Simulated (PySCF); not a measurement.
Electron correlation in Cl²⁺ (chlorine, charge +2)

[Ne] 3s2 3p2 3d1, one real determinant (an excited configuration). Calculation: PySCF 2.14, in aug-cc-pV(T+d)Z with one added diffuse shell each of s, p, d, f type (7s6p5d3f, 71 functions); the non-relativistic Hamiltonian (point nucleus). Frozen: [Ne]; 5 electrons correlated.

MP2 pair energies summed by pair of shells (mhartree):

```json
{"pair": "3s-3p", "energy": "-43.52", "share (%)": "37.3"}
{"pair": "3s-3d", "energy": "-34.28", "share (%)": "29.4"}
{"pair": "3s-3s", "energy": "-18.03", "share (%)": "15.5"}
{"pair": "3p-3d", "energy": "-13.34", "share (%)": "11.4"}
{"pair": "3p-3p", "energy": "-7.46", "share (%)": "6.4"}
```

Total MP2 correlation energy: -116.63 mhartree.

Same-spin part -28.16 and opposite-spin part -88.46 mhartree; SCS-MP2 scales them by 1/3 and 6/5 to -115.55 mhartree.

The reference is one real determinant that mixes LS terms of this configuration.
